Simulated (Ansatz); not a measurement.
Ideal-gas functions of H5PSe2Si, SMILES `P[Se][SiH2][SeH]` at 800 K and 1 bar, from an Ansatz frequency run at PBE0-D4/def2-TZVP.

Molar mass 222.02 g/mol, point group C1 (symmetry number 1), electronic degeneracy 1, moments of inertia 98.058, 887.411, 968.597 u Å². Harmonic wavenumbers (cm⁻¹, unscaled): 32, 70, 112, 122, 185, 373, 382, 437, 467, 620, 718, 766, 768, 809, 935, 1115, 2228, 2242, 2407, 2416, 2441.

Use S(trans) = R[1.5 ln M + 2.5 ln T − 1.1517]; rotational temperatures θ = 24.2544 K / I; S(rot) = R[ln(√π/σ · √(T³/θAθBθC)) + 1.5]; for each mode x = 1.438777 ν̃/T, S = R[x/(eˣ − 1) − ln(1 − e⁻ˣ)] and H = RT x/(eˣ − 1); 1 cm⁻¹ = 0.0119627 kJ/mol; R = 8.31446 J/(mol·K).

By hand: the entropy, in J/(mol·K).

Translation 196.8. Rotation: θ = 0.2473, 0.0273, 0.025 K, giving 136.7. Vibration, mode by mode: 32.05, 25.55, 21.65, 20.94, 17.50, 11.79, 11.60, 10.53, 10.01, 7.83, 6.74, 6.28, 6.26, 5.89, 4.91, 3.80, 0.77, 0.75, 0.59, 0.58, 0.56, in all 206.6. Electronic 0.0. Sum 540.1 J/(mol·K).

By hand: H − E and G − E in kJ/mol, counted from the electronic energy.

Zero-point energy ½ × 19645 × 0.0119627 = 117.5; thermal vibration 70.9; translation, rotation and pV give 4 RT = 26.6. H − E = 215.0 kJ/mol, and G − E = 215.0 − 800 × 540.1/1000 = -217.1 kJ/mol.

Vibration gives 38 % of the entropy, 100.2 J/(mol·K) of it from the modes under 150 cm⁻¹: soft modes count most, and the harmonic formula is weakest for them. The sum counts one conformer and one mirror image; others add a mixing term.
